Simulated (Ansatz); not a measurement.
`O[SiH2]/C(O)=C\Cl` + `OCO` → `OCO[SiH2]O` + `O/C=C\Cl`  (ligand exchange at the Si–C bond)

Program: Ansatz. Geometries: PBE0-D4/def2-TZVP. ΔE: electronic, gas phase. CBS: MP2 limit from def2 TZ/QZ plus the TZ coupled-cluster correction, frozen cores. This one scheme is used for every species. Double bonds are as drawn, so ΔE can hold a change between cis and trans. Functionals use def2-TZVPP. One conformer a species, not always the lowest.

CCSD(T)/CBS gives -119.1 kJ/mol.

**Question.** Another level gave -108.6 kJ/mol. Which?
A. PBE/def2-TZVPP
B. ωB97X-V/def2-TZVPP
C. B2PLYP/def2-TZVPP
D. PBE0/def2-TZVPP

**Answer.** A. PBE -108.6, ωB97X-V -119.1, PBE0 -113.6, B2PLYP -123.8 kJ/mol.

Largest T1 diagnostic among the species: 0.012.

From PBE to PBE0 (25 % exact exchange), in def2-TZVPP and without D4, ΔE moves by −5.0 kJ/mol. The D4 term adds +3.3 kJ/mol with B3LYP and +1.8 kJ/mol with PBE0; it sums over pairs of atoms, weighted by their polarisabilities, and B3LYP, whose exchange is more repulsive, gets the larger term.

B3LYP here is the variant with VWN-RPA as its local correlation; programs differ in this.
